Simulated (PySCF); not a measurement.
**Dipole moment and polarisability of `C[C@@H]1CC[Si@@H](F)N1`**

C4H10FNSi.
Geometry (GFN2-xTB, Å), atoms numbered from 1 in this order:
```xyz
17
C4H10FNSi angstrom
C      1.9565    0.0490   -0.8572
C      0.8410    0.2062    0.1711
C      0.0637   -1.1018    0.3702
C     -1.3430   -0.7755    0.8731
Si    -1.7674    0.8003   -0.0829
F     -2.5702    1.9045    0.7866
N     -0.1248    1.2079   -0.2482
H      1.5353   -0.2046   -1.8278
H      2.5219    0.9736   -0.9545
H      2.6381   -0.7414   -0.5523
H      1.2875    0.5167    1.1292
H     -0.0187   -1.6011   -0.5973
H      0.5996   -1.7657    1.0500
H     -2.0127   -1.6163    0.7117
H     -1.3238   -0.5789    1.9454
H     -2.5601    0.6897   -1.2972
H      0.2700    2.0494   -0.6298
```

Level: CAM-B3LYP/def2-SVPD (PySCF), static field, nuclei fixed, core orbitals frozen in the response. The polarisability tensor in these axes (au):

```
x   85.33 -3.14 -1.74
y   -3.14 73.49 -3.47
z   -1.74 -3.47 69.72
```

Problem. Diagonalise the tensor; give its mean and Δα, where Δα² is half the sum of the squared differences of the eigenvalues.

Solution. Principal values 67.11, 75.27 and 86.16 au; mean 76.18 au = 11.29 Å³ = 12.56 × 10⁻⁴⁰ C²·m²/J; Δα = 16.55 au (22 % of the mean).

Problem. What is the dipole moment, and where does it point?

Solution. (1.79, -1.23, -0.76) D, 2.30 D in size, pointing from the negative to the positive side. Measured along this direction, the outermost atoms are F6 at the negative end and H10 at the positive end.

Problem. Find the Langevin capture rate constant for O2+ (31.990 u) meeting this molecule (119.057 u), k = 2.342 × 10⁻⁹ cm³/s × √(α in Å³ / reduced mass in u).

Solution. The reduced mass is 25.21 u, so k = 1.57 × 10⁻⁹ cm³/s. The formula leaves out the permanent dipole, which adds to the capture rate.

Problem. What are the principal values of the traceless quadrupole moment, Θ = ½Σq(3rr − r²1), about the centre of nuclear charge?

Solution. -8.60, 1.82, 6.77 D·Å. The values depend on the origin, since the dipole doesn't vanish. The electronic extent ⟨r²⟩ about the same centre is 1001 bohr², a root-mean-square distance of 2.09 Å for the 64 electrons.

Problem. Sum over states: ᾱ = Σ f/ω², ω in Eh. What share falls to these 8 lowest TDDFT singlets (eV, f)? 6.52, 0.0170; 6.79, 0.0028; 7.37, 0.0350; 7.62, 0.0102; 7.84, 0.0290; 8.02, 0.0778; 8.24, 0.0191; 8.38, 0.0326.

Solution. They add up to 2.74 au, 3.6 % of the 76.18 au; the largest single term is 0.90 au, from the state at 8.02 eV. Terms in order: 0.30, 0.05, 0.48, 0.13, 0.35, 0.90, 0.21, 0.34 au. Higher excitations give the rest. The strengths listed sum to 0.223.

Problem. Directions of the eigenvectors, and the extent of the frame along each?

Solution. Largest value along (0.97, -0.23, -0.06), where the nuclei span 5.74 Å; middle along (0.16, 0.81, -0.56), 4.09 Å; least along (0.17, 0.53, 0.83), 2.79 Å. The response follows the extents in order.

Isolated species at its GFN2-xTB geometry (one conformer only).

The run behind these numbers computed excited states as well. The run took 2.1 min on an Intel Xeon at 2.50 GHz with one thread, no GPU, shared host with 64 logical CPUs at a one-minute load of 63, and the process peaked at 1.0 GiB of memory.
